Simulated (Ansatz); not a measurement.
Total energies of (Cl2Al-mu-PH2)3 (Al3P3H6Cl6) from Ansatz at PBE0-D4/def2-SVP, gas phase (1 Eh = 27.2114 eV = 2625.5 kJ/mol). The reference geometry is relaxed at PBE-D4/def2-SVP.

| atom | x (Å) | y (Å) | z (Å) |
| --- | --- | --- | --- |
| Al1 | 0.3486 | -2.0541 | -0.9278 |
| Cl2 | 1.6130 | -2.3410 | 0.7752 |
| Cl3 | 0.0179 | -3.6270 | -2.3106 |
| P4 | 1.3356 | -0.0936 | -1.9255 |
| Al5 | 0.8413 | 1.9713 | -0.7825 |
| Cl6 | 2.3387 | 3.4485 | -1.0462 |
| Cl7 | -1.1736 | 2.3328 | -1.4005 |
| P8 | 0.6339 | 1.2565 | 1.5113 |
| Al9 | -1.4190 | 0.0929 | 2.0446 |
| Cl10 | -2.9077 | 1.5933 | 2.2371 |
| Cl11 | -1.1379 | -1.3312 | 3.5920 |
| P12 | -1.6969 | -1.1818 | 0.0056 |
| H13 | 2.7372 | -0.3370 | -2.0471 |
| H14 | 0.9768 | 0.0759 | -3.2965 |
| H15 | 0.7111 | 2.4335 | 2.3174 |
| H16 | 1.7917 | 0.5493 | 1.9510 |
| H17 | -2.4674 | -0.4880 | -0.9737 |
| H18 | -2.5433 | -2.3003 | 0.2763 |

```tsv
state	geometry	energy (Eh)
charge 0 singlet	reference	-4513.73118
charge 1 doublet	reference	-4513.37415
charge -1 doublet	reference	-4513.73947
free Al atom (doublet)	–	-242.16443
free Cl atom (doublet)	–	-459.83853
free P atom (quartet)	–	-341.02153
free H atom (doublet)	–	-0.50029
```

(1) Work out the vertical ionisation energy to the doublet.

(2) Work out the vertical electron affinity, to the doublet.

(3) Give the fundamental gap IE − EA, the Mulliken electronegativity (IE + EA)/2 and the hardness (IE − EA)/2.

(4) What is the binding energy per atom against free atoms?

(1) E(charge 1 doublet) − E(charge 0 singlet) = -4513.37415 − (-4513.73118) = 0.35703 Eh = 9.72 eV. For comparison, −ε of the highest occupied level is 8.32 eV at this level, 1.40 eV less.

(2) E(charge 0 singlet) − E(charge -1 doublet) = -4513.73118 − (-4513.73947) = 0.00829 Eh = 0.23 eV. The basis lacks diffuse functions, which makes affinities too small.

(3) From the values in Eh: IE − EA = 0.35703 − 0.00829 = 0.34874 Eh = 9.49 eV; (IE + EA)/2 = 4.97 eV; (IE − EA)/2 = 4.74 eV. The HOMO–LUMO gap of the same run is 6.82 eV, 2.67 eV smaller than the fundamental gap.

(4) Atoms: 3 × (-242.16443) + 6 × (-459.83853) + 3 × (-341.02153) + 6 × (-0.50029) = -4511.59080 Eh. Binding: -4511.59080 − (-4513.73118) = 2.14038 Eh = 58.24 eV, or 3.24 eV for each of 18 atoms (no zero-point energy, no counterpoise term).

At PBE0-D4/def2-SVP the highest occupied level of the charge -1 doublet lies above zero (up to 1.13 eV). By energy differences its removal costs 0.23 eV (vertical, to the charge 0 singlet, at PBE0-D4/def2-SVP); self-interaction error and the lack of diffuse functions both raise the level.
